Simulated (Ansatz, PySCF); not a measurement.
System: CF, charge 0, multiplicity 2. 
Structure (B3LYP-D3(BJ)/def2-TZVP (Ansatz, a program for electronic structure) minimum search):
```xyz
2

C      0.0000     0.0000    -0.7653
F      0.0000     0.0000     0.5102
```
Charge 0, spin multiplicity 2.

Total electronic energies in hartree. Valence correlation only, unless marked. UHF or UKS for open shells. No spin-orbit coupling. No relativistic terms. CBS marks a two-point X^-3 extrapolation of the correlation energy; Hartree-Fock from the larger set (for Q and 5 zeta extrapolated as (X+1)exp(-9√X)). The bracket is a focal-point correction in the basis named.

```
level                                                                 program  energy (Eh)
-------------------------------------------------------------  --------------  -----------
HF/aug-cc-pVTZ                                                         Ansatz   -137.22681
HF/def2-QZVPP                                                          Ansatz   -137.23798
BP86-D3(BJ)/def2-TZVPD                                          PySCF + dftd3   -137.83847
PBE0/6-31G*                                                            Ansatz   -137.63374
PBE0-D3(BJ)/def2-TZVPD                                         Ansatz + dftd3   -137.69689
PBE0/def2-QZVPP                                                        Ansatz   -137.70312
HSE06-D4/def2-TZVPD                                            Ansatz + dftd4   -137.69090
MP2/def2-SVP                                                           Ansatz   -137.32395
MP2/def2-SVPD                                                          Ansatz   -137.34268
MP2/CBS(def2-TZVPPD,def2-QZVPPD)                                       Ansatz    -137.6415
MP2/CBS(cc-pVQZ,cc-pV5Z)                                               Ansatz    -137.6480
RI-MP2/def2-QZVPPD                                                     Ansatz   -137.61942
SCS-MP2/STO-3G                                                         Ansatz   -135.36066
SCS-MP2/def2-QZVPPD                                                    Ansatz   -137.61519
CCSD/aug-cc-pVDZ                                                       Ansatz   -137.49498
CCSD/cc-pVTZ                                                           Ansatz   -137.59153
CCSD(T)/6-31G                                                          Ansatz   -137.31197
CCSD(T)/def2-SVPD                                                      Ansatz   -137.36871
CCSD(T)/cc-pVTZ                                                        Ansatz   -137.60455
CCSD(T)/def2-TZVPP                                                     Ansatz   -137.60944
CCSD(T)/aug-cc-pVQZ                                                    Ansatz   -137.64841
RI-MP2/CBS(aug-cc-pVTZ,aug-cc-pVQZ)+[CCSD(T)-MP2]/aug-cc-pVQZ          Ansatz    -137.6677
CCSD(T)/CBS(cc-pVQZ,cc-pV5Z)                                           Ansatz    -137.6699
```

Totals of different functionals don't rank their quality; only differences between species are comparable.
